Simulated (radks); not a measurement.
Numerical settings for neutral mercury, [Hg]. Method: scalar-relativistic Kohn-Sham, PBE, spin-polarised, spherical densities, finite nucleus; Fermi nuclear charge, rms radius 5.4648 fm; computed with a radial shooting solver on a logarithmic mesh with Libxc functionals. The defaults (mesh step 0.008 in ln r, mesh end at 40 bohr or more with all orbitals vanishing there, Anderson mixing 0.5 over 9 steps, residual threshold near 1e-9 with the energy settled to 1e-9 hartree or 1e-11 of itself, here a cap of 69 iterations) give E = -19617.974 hartree and 6s at -6.811 eV in 15 iterations. Run on one thread of a shared host, so times are rough (Intel(R) Xeon(R) 6975P-C): 0.23 s of CPU time, 0.23 s wall, 15 iterations on 2440 mesh points. Changes against that run (0 stands for a change within the tolerance of the run):

setting                     iterations  converged  E (mhartree)  e(6s) (meV)  CPU (s)
mesh step in ln r 0.2                4         no      diverged            -     0.01
mesh step in ln r 0.003             18        yes             0            0     0.68
mesh step in ln r 0.03              15        yes      +0.00374            0     0.07
mesh end (bohr) 400                 15        yes             0            0     0.23
mesh end (bohr) 20                  15        yes             0            0     0.23
residual threshold 1e-05            11        yes             0        -0.11     0.19
residual threshold 0.001             9        yes             0        +1.22     0.17
mixing 1.5                          16        yes             0            0     0.25
linear mixing, mixing 0.05          69         no         -10.1         -142        1
linear mixing, mixing 0.5           30        yes             0            0     0.38
mixing history 3                    16        yes             0            0     0.24
iteration cap 5                      5         no         +5.06        +51.3      0.1

No run marked as converged misses the energy by more than 1 mhartree. A mesh that ends early acts as a hard wall.
